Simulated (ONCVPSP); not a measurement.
# Before and after: ONCV potential for S

* Element: sulfur
* Generator: ONCVPSP 4.0.1
* Type: optimised norm-conserving Vanderbilt (ONCV)
* Functional: PBE
* Relativity: scalar-relativistic
* Frozen core: [He]
* Valence charge: 14
* Reference configuration: 2s2 2p6 3s2 3p3.75 (charge +0.25)
* Partial waves: 2s+3s: rc 0.80 bohr, ncon 4, nbas 8, qcut 17.5 1/bohr, 2 projectors; 2p+3p: rc 0.70 bohr, ncon 3, nbas 7, qcut 22.7 1/bohr, 2 projectors; d scattering state at 0.22 Ha: rc 0.80 bohr, ncon 5, nbas 9, qcut 11.6 1/bohr, 2 projectors, debl 1.5 Ha
* Local potential: polynomial inside 0.45 bohr (lpopt 3, dvloc0 0 Ha)
* Core correction: Teter function, fcfact 4.75, rcfact 1.5

Change: core [Ne], valence charge 6; reference 3s2 3p4; waves now 3s: rc 1.15 bohr, ncon 4, nbas 7, qcut 4.9 1/bohr, local; 3p: rc 1.80 bohr, ncon 3, nbas 6, qcut 4.3 1/bohr, 2 projectors, debl 3.2 Ha; d scattering state at 0.41 Ha: rc 1.70 bohr, ncon 4, nbas 8, qcut 5.4 1/bohr, 2 projectors, debl 1.5 Ha; local potential the s channel.

Cutoffs: the cutoffs (Ha) at which the residual kinetic energy of the hardest occupied pseudo-wave falls to 1 and 0.1 mHa per electron; they do not see the model core or the augmentation charge, which bear on the density cutoff. Errors are all-electron minus pseudo energies relative to the spin-unpolarised reference configuration.

Problem. What does the change do?

Solution. The potential gets softer (181 Ha and 207 Ha → 61 Ha and 92 Ha); neither file shows a bound ghost. The shells moved into the core no longer need plane waves of their own. Several settings change at once here, so the effects cannot be laid on one of them.

| quantity | base | changed |
| --- | --- | --- |
| cutoff, loose | 181 Ha | 61 Ha |
| cutoff, tight | 207 Ha | 92 Ha |
| loose cutoff by channel | s 83 Ha, p 181 Ha | s 61 Ha, p 5.8 Ha |
| bound ghosts | none | none |
| GHOST(+) flags under 300 eV | none | none |
| largest error over its own tests, meV | +7.5 | +38 |
| rms error of d²Exc/dni dnj with the model core, mHa | 2.62 | 1.49 |
